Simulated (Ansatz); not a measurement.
`C=CBB(C)F` + `C=CBCl` → `C=CBC=C` + `CB(F)BCl`  (redistribution)

Calculated with Ansatz (gas phase, PBE0-D4/def2-TZVP geometries, no zero-point term in ΔE). CCSD(T)/CBS adds triple-zeta CCSD(T) − MP2 to the extrapolated MP2 energy (def2 sets, frozen cores). Functionals use def2-TZVPP. Each species was taken in one conformer, which may not be the lowest.

**Question.** Is it downhill or uphill in electronic energy at CCSD(T)/CBS, and by how much? (Best estimate.)

**Answer.** The calculation gave: Uphill: ΔE = +2.9 kJ/mol.

**Question.** What do these levels give: PBE-D4, r2SCAN-D4, PBE0-D4, ωB97M-V, PBE, r2SCAN, MP2/def2-TZVPP, SCS-MP2/def2-TZVPP, CCSD(T)/def2-TZVPP, MP2/def2-QZVPP, MP2/CBS(def2), CCSD/CBS(def2)? (Estimate.)

**Answer.** Computed: PBE-D4 3.6, r2SCAN-D4 4.2, PBE0-D4 3.8, ωB97M-V 4.0, PBE 4.0, r2SCAN 4.3, MP2/def2-TZVPP 3.8, SCS-MP2/def2-TZVPP 3.5, CCSD(T)/def2-TZVPP 3.3, MP2/def2-QZVPP 3.5, MP2/CBS(def2) 3.4, CCSD/CBS(def2) 2.9 kJ/mol.

Largest T1 diagnostic among the species: 0.013.
